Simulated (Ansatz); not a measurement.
| atom | x (Å) | y (Å) | z (Å) |
| --- | --- | --- | --- |
| S | 0.0000 | 0.0000 | -0.0733 |
| H | 0.0000 | 0.0000 | 1.1724 |

Basis set: def2-TZVP (spherical functions). Left uncorrelated: 5 orbitals. Charge 0, multiplicity 2.

Computed with Ansatz (development build ahead of 0.2.0); each method stands on the lowest determinant of its kind that the runs found.

The atomization energy at this shape (free ground-state atoms in the same class of orbitals less the molecule, no zero-point energy) of doublet SH:

| method | atomization energy |
| --- | --- |
| UHF-MP2 | 3.34 eV |

Q: What does UHF give?

A: 2.50 eV.
